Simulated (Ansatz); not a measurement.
Total energies of C₄H₂F₄, SMILES `F/C=C(/F)C=C(F)F`.

Cartesian coordinates in Å:
```
F 1.063 2.210 -0.569
C -0.183 1.741 -0.676
C -0.476 0.502 -0.289
F -1.747 0.103 -0.426
C 0.459 -0.441 0.263
C 0.186 -1.679 0.653
F 1.090 -2.488 1.150
F -0.975 -2.273 0.610
H -0.900 2.437 -1.089
H 1.483 -0.113 0.373
```

The species carries charge 0 and has multiplicity 1. The geometry is a stationary point of PBE0-D4/def2-TZVP. It is one conformer, not always the lowest. Basis def2-TZVPP, Ansatz.

RPA on PBE orbitals: Hartree–Fock energy of these orbitals -550.45682 Eh, correlation -2.43401 Eh (frozen core).

| functional | energy without D4 (Eh) | D4 term (kJ/mol) |
| --- | --- | --- |
| BHLYP | -552.92994 | -21.3 |
| ωB97M-V | -553.02631 | – |

**Question.** Give the same for LDA (SPW92), PBE, revPBE, BLYP, r2SCAN, B97M-V, PBE0, B3LYP, r2SCANh, r2SCAN0, HSE06 (plane-wave form), CAM-B3LYP, LC-ωPBE, ωB97X-V, B2PLYP, PBE-QIDH. (Best estimate.)

**Answer.** The calculation gave: 
```
             functional  energy without D4 (Eh)  D4 term (kJ/mol)
            LDA (SPW92)              -549.26056                 –
                    PBE              -552.61284             -19.4
                 revPBE              -552.99768             -67.2
                   BLYP              -553.09512             -43.6
                 r2SCAN              -552.92456              -5.0
                 B97M-V              -553.03640                 –
                   PBE0              -552.61249             -16.2
                  B3LYP              -553.17397             -30.9
                r2SCANh              -552.89253              -5.2
                r2SCAN0              -552.84672              -5.7
HSE06 (plane-wave form)              -552.58893             -15.0
              CAM-B3LYP              -553.00411             -16.2
                LC-ωPBE              -552.84132                 –
                ωB97X-V              -552.99129                 –
                 B2PLYP              -552.82847                 –
               PBE-QIDH              -552.53021                 –
```

B3LYP takes the VWN-RPA correlation (the form of Gaussian; ORCA's B3LYP/G). HSE06 is the plane-wave form, built on full-range PBE exchange. The double hybrids freeze the cores in their second-order part.

LC-ωPBE has ω = 0.4 bohr⁻¹.
